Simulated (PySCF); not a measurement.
## Excitation energy of S⁺ by level of theory

S⁺ [Ne] 3s2 3p3 (4S) → S⁺ [Ne] 3s2 3p2 4s1 (4P), as a difference of total energies. Computed with PySCF 2.14 in aug-cc-pV(5+d)Z (8s7p6d4f3g2h, 136 functions), with the non-relativistic Hamiltonian (point nucleus). Correlated levels: valence: [Ne] frozen. The calculations carry no spin-orbit coupling.

| method | excitation energy (cm⁻¹) |
| --- | --- |
| UHF | 107970 |
| MP2 (valence) | 110650 |
| SCS-MP2 (valence) | 109920 |

For comparison: 110000 cm⁻¹ (measured; NIST levels, between the centres of gravity of the two terms).
